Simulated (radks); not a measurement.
Coulomb parameter of the 4f shell of the thulium ion Tm+ in the model configuration [Xe] 4f12 5d1 6s1, as a second difference U = [E(n + 1) + E(n - 1) - 2 E(n)] / (1)^2 with all orbitals relaxed. "Bare": the charge of the atom changes with n. "Screened": the 5d shell takes up the change at fixed total charge, which measures U(4f,4f) + U(5d,5d) - 2 U(4f,5d). Method: scalar-relativistic Kohn-Sham, PBE, spin-unpolarised, spherical densities, finite nucleus; Fermi nuclear charge, rms radius 5.2256 fm; computed with a radial shooting solver on a logarithmic mesh with Libxc functionals.

| case | configuration | E - E(n) (eV) |
|---|---|---|
| start | [Xe] 4f12 5d1 6s1 | 0.000 |
| bare +1 | [Xe] 4f13 5d1 6s1 | -8.981 |
| bare -1 | [Xe] 4f11 5d1 6s1 | 24.914 |
| screened +1 | [Xe] 4f13 6s1 | -5.626 |
| screened -1 | [Xe] 4f11 5d2 6s1 | 11.018 |

U(bare) = 15.933 eV, U(screened by 5d) = 5.392 eV, against the Slater integral F0(4f,4f) = 33.747 eV with frozen orbitals.
